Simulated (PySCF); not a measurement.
**Two-photon absorption: `c1c(SC)ccc(O)c1`, C7H8OS**

Geometry (Å), atoms numbered from 1 in this order:
```xyz
17

C     3.2017   -0.2371   -0.1629
S     2.1369   -1.3315    0.7834
C     0.5451   -0.5902    0.5993
C     0.2779    0.5539   -0.1559
C    -1.0188    1.0626   -0.2411
C    -2.0732    0.4381    0.4247
O    -3.3464    0.8880    0.3759
C    -1.8110   -0.7095    1.1826
C    -0.5223   -1.2126    1.2673
H     4.2153   -0.6495   -0.0642
H     3.1980    0.7867    0.2405
H     2.9317   -0.2214   -1.2295
H     1.0753    1.0695   -0.6922
H    -1.2064    1.9609   -0.8380
H    -3.3822    1.6762   -0.1757
H    -2.6387   -1.1951    1.7030
H    -0.3344   -2.1087    1.8648
```

Level of theory: PySCF 2.14.0, TDDFT CAM-B3LYP/aug-cc-pVDZ excited states, vertical, gas phase. Geometry: PBE0-D3(BJ)/def2-SVP.

Task: How strongly do the lowest singlets absorb one photon, and two photons of half the energy?

Result: δ for parallel linear polarisation; σ at the peak of a Lorentzian of half width 0.1 eV, single beam; Ω is circular over linear.
| state | E (eV) | f | photon λ (nm) | δ (au) | σ (GM) | Ω | main |
| --- | --- | --- | --- | --- | --- | --- | --- |
| S1 | 4.53 | 0.034 | 548 | 12.9 | 0.10 | 1.31 | HOMO→LUMO+2 0.91 |
| S2 | 4.88 | 0.001 | 508 | 32.4 | 0.28 | 1.50 | HOMO→LUMO 0.70, HOMO→LUMO+1 0.16 |
| S3 | 5.02 | 0.000 | 494 | 9.23 | 0.09 | 1.49 | HOMO→LUMO+1 0.53, HOMO→LUMO 0.19 |
| S4 | 5.22 | 0.230 | 475 | 64.2 | 0.64 | 1.15 | HOMO→LUMO+4 0.73, HOMO→LUMO+7 0.18 |
| S5 | 5.35 | 0.005 | 463 | 53.5 | 0.56 | 1.50 | HOMO→LUMO+3 0.52, HOMO→LUMO+5 0.11 |
| S6 | 5.65 | 0.007 | 439 | 43.9 | 0.51 | 1.50 | HOMO→LUMO+5 0.51, HOMO→LUMO+3 0.21 |

Among these, the strongest one-photon state is S4, the strongest two-photon state S4, with a dipole change of 1.6 D (relaxed, norm of the difference vector).
